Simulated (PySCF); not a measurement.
The vertical singlet excitations below were computed for one of the candidates. Method: PySCF 2.14.0, density-fitted response routines, TDDFT CAM-B3LYP/def2-SVPD, vertical, gas phase, core orbitals frozen in the response. Geometries: GFN2-xTB, one conformer each.

```json
{"state": "S1", "ν̃ (cm⁻¹)": "53800", "f": "0.056", "main configurations (H = HOMO, L = LUMO)": "H→L (89%)"}
{"state": "S2", "ν̃ (cm⁻¹)": "54040", "f": "0.017", "main configurations (H = HOMO, L = LUMO)": "H-1→L (83%)"}
{"state": "S3", "ν̃ (cm⁻¹)": "58290", "f": "0.0029", "main configurations (H = HOMO, L = LUMO)": "H→L+1 (60%), H→L+3 (13%)"}
{"state": "S4", "ν̃ (cm⁻¹)": "59290", "f": "0.024", "main configurations (H = HOMO, L = LUMO)": "H→L+3 (40%), H→L+2 (30%), H→L+1 (12%)"}
{"state": "S5", "ν̃ (cm⁻¹)": "61760", "f": "0.062", "main configurations (H = HOMO, L = LUMO)": "H-1→L+1 (58%), H-1→L+3 (15%)"}
{"state": "S6", "ν̃ (cm⁻¹)": "62660", "f": "0.0093", "main configurations (H = HOMO, L = LUMO)": "H-1→L+2 (33%), H-1→L+3 (32%), H-1→L+1 (13%)"}
{"state": "S7", "ν̃ (cm⁻¹)": "63960", "f": "0.089", "main configurations (H = HOMO, L = LUMO)": "H→L+2 (36%), H-2→L (16%), H→L+1 (14%)"}
{"state": "S8", "ν̃ (cm⁻¹)": "64220", "f": "0.018", "main configurations (H = HOMO, L = LUMO)": "H-2→L (61%), H-1→L+3 (9%)"}
```

Orbital energies (eV): HOMO-3 -10.84, HOMO-2 -10.23, HOMO-1 -9.31, HOMO -8.88, LUMO 0.83, LUMO+1 1.21, LUMO+2 1.78.

**Question.** Which candidate is it? All have the formula C5H11FSi.
A. `C/C(F)=C(\C)C[SiH3]`
B. `CC1(C)C[C@H](F)[SiH2]1`
C. `C[C@@H]1[SiH2]CC[C@H]1F`

**Answer.** B. Its S1 lies at 6.67 eV; the nearest of the others has S1 at 5.98 eV. S1 is HOMO→LUMO (89%). Löwdin shares by element: HOMO carbon 39% or more, silicon 22%, fluorine 11% (atoms not listed hold the other 28%); LUMO silicon 33%, hydrogen 21% or more, carbon 10% or more (atoms not listed hold the other 37%). At the same level the other candidates give, for their lowest levels:
- `C[C@@H]1[SiH2]CC[C@H]1F`: 7.59 eV (f 0.026); 7.73 eV (f 0.024); 8.11 eV (f 0.032); 8.14 eV (f 0.029); 8.40 eV (f 0.013); T1 7.04 eV; HOMO -9.43, LUMO 1.14 eV
- `C/C(F)=C(\C)C[SiH3]`: 5.98 eV (f 0.008); 6.68 eV (f 0.444); 6.94 eV (f 0.010); 7.07 eV (f 0.003); 7.13 eV (f 0.017); T1 4.16 eV; HOMO -7.75, LUMO 1.07 eV
Triplets come from the Tamm–Dancoff approximation.

Without π bonds the low states are Rydberg-like; a valence basis with one diffuse set may place them up to an eV too high.
